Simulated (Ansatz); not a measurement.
`[Cl][GeH]([Cl])[Cl]` + `[SiH3]/N=[CH]\[GeH3]` → `[Cl][GeH]([Cl])[GeH3]` + `[SiH3]/N=C/Cl`  (redistribution)

Isolated molecules relaxed with PBE0-D4/def2-TZVP in Ansatz; ΔE leaves out vibrations. CCSD(T)/CBS adds triple-zeta CCSD(T) − MP2 to the extrapolated MP2 energy (def2 sets, frozen cores). Double bonds are as drawn, so ΔE can hold a change between cis and trans. Functionals use def2-TZVPP. B3LYP here is the variant with VWN-RPA as its local correlation; programs differ in this. HSE06 is defined as in plane-wave codes. For Ge outer-core shells are correlated without core-valence functions, which leaves a few kJ/mol of doubt a bond. Scalar relativity is left out up to krypton.

| level | ΔE (kJ/mol) | difference from CCSD(T)/CBS |
| --- | --- | --- |
| LDA (SPW92) | 12.9 | -20.3 |
| PBE-D4 | 16.9 | -16.3 |
| revPBE-D4 | 20.1 | -13.1 |
| BLYP-D4 | 21.7 | -11.5 |
| r2SCAN-D4 | 24.0 | -9.2 |
| B97M-V | 33.5 | 0.3 |
| PBE0-D4 | 22.7 | -10.5 |
| r2SCANh-D4 | 25.1 | -8.1 |
| r2SCAN0-D4 | 26.8 | -6.4 |
| HSE06-D4 | 22.5 | -10.7 |
| BHLYP-D4 | 32.9 | -0.3 |
| CAM-B3LYP-D4 | 28.5 | -4.7 |
| ωB97X-V | 31.3 | -1.9 |
| B2PLYP | 27.8 | -5.4 |
| PBE-QIDH | 29.8 | -3.4 |
| PBE | 14.4 | -18.8 |
| revPBE | 14.1 | -19.1 |
| BLYP | 16.3 | -16.9 |
| r2SCAN | 23.5 | -9.7 |
| PBE0 | 20.7 | -12.5 |
| B3LYP | 21.6 | -11.6 |
| r2SCANh | 24.6 | -8.6 |
| r2SCAN0 | 26.2 | -7.0 |
| HSE06 | 20.7 | -12.5 |
| BHLYP | 29.9 | -3.3 |
| CAM-B3LYP | 26.5 | -6.7 |
| LC-ωPBE | 27.9 | -5.3 |
| RPA@PBE/def2-TZVPP | 34.8 | 1.6 |
| HF/def2-SVP | 45.2 | 12.0 |
| MP2/def2-SVP | 36.5 | 3.3 |
| CCSD/def2-SVP | 38.6 | 5.4 |
| CCSD(T)/def2-SVP | 37.4 | 4.2 |
| HF/def2-TZVPP | 41.7 | 8.5 |
| MP2/def2-TZVPP | 34.5 | 1.3 |
| CCSD(T)/def2-TZVPP | 35.5 | 2.3 |
| HF/def2-QZVPP | 41.1 | 7.9 |
| MP2/def2-QZVPP | 33.0 | -0.2 |
| SCS-MP2/def2-QZVPP | 35.8 | 2.6 |
| HF/CBS(def2) | 41.0 | 7.8 |
| CCSD/CBS(def2) | 34.1 | 0.9 |
| CCSD(T)/CBS | 33.2 | 0 |

(1) What do rigid-rotor, harmonic-oscillator terms from PBE0-D4/def2-TZVP frequencies (298.15 K, 1 bar) make of the CCSD(T)/CBS value? (Estimate.)

Largest T1 diagnostic among the species: 0.013.

Results:

(1) Computed: ΔZPE = -0.3 kJ/mol, ΔH = +34.1 kJ/mol, ΔS = 16 J/(mol·K), ΔG = +29.2 kJ/mol.

Leaving LDA and LC-ωPBE aside and taking each functional with its dispersion term where it has one, the values spread over 16.7 kJ/mol, from PBE-D4 to B97M-V. From BLYP to BHLYP (50 % exact exchange), in def2-TZVPP and without D4, ΔE moves by +13.6 kJ/mol.
